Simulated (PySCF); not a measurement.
Ti⁺ (titanium, charge +1): UHF calculation

Configuration: [Ar] 3d3, high-spin 4F determinant (an excited configuration). All numbers are calculated (PySCF 2.14, scalar relativity by spin-free X2C-1e, in aug-cc-pVDZ-DK).

```
Total energy                        : -852.516365 hartree
One-electron energy                 : -1166.7638 hartree
Hartree (Coulomb) energy            : 355.7513 hartree
Exchange energy                     : -41.5039 hartree
⟨S²⟩                                : 3.7523
⟨L²⟩                                : 12.032
Sum of ⟨r⟩                          : 16.08 bohr
Sum of ⟨r²⟩                         : 22.40 bohr²
Langevin diamagnetic susceptibility : -17.7 ×10⁻⁶ cm³/mol
```

```
shell  electrons  mean orbital energy (hartree)  rms radius, mean of both spins (bohr)
 1s β          1                     -184.45909                                 0.0804
 1s α          1                     -184.45879                                 0.0804
 2s α          1                      -21.70751                                  0.350
 2s β          1                      -21.66823                                  0.350
 2p α          3                      -17.88115                                  0.320
 2p β          3                      -17.84070                                  0.320
 3s α          1                       -3.05275                                   1.09
 3s β          1                       -2.88767                                   1.09
 3p α          3                       -1.98888                                   1.20
 3p β          3                       -1.78016                                   1.20
 3d α          3                       -0.52074                                   1.87
```

Densities and radii are taken from the X2C orbitals without a picture-change correction, which distorts them close to the nucleus.

Spin-orbit constants ζ (cm⁻¹) from the X2C one-electron operator on these orbitals: bare nucleus, nucleus screened by l(l+1)(2l+1)/3 electrons, and screened by the Breit-Pauli mean field of the electrons.

```csv
shell,bare,screened nucleus,mean field
2p,33300,30270,28900
3p,3536,3214,3045
3d,215.2,117.4,98.52
```

To first order the Landé constant is A = 32.84 cm⁻¹, so the lowest level has J = 3/2 and lies 0.0244 eV below the centre of the term. This holds in LS coupling only.
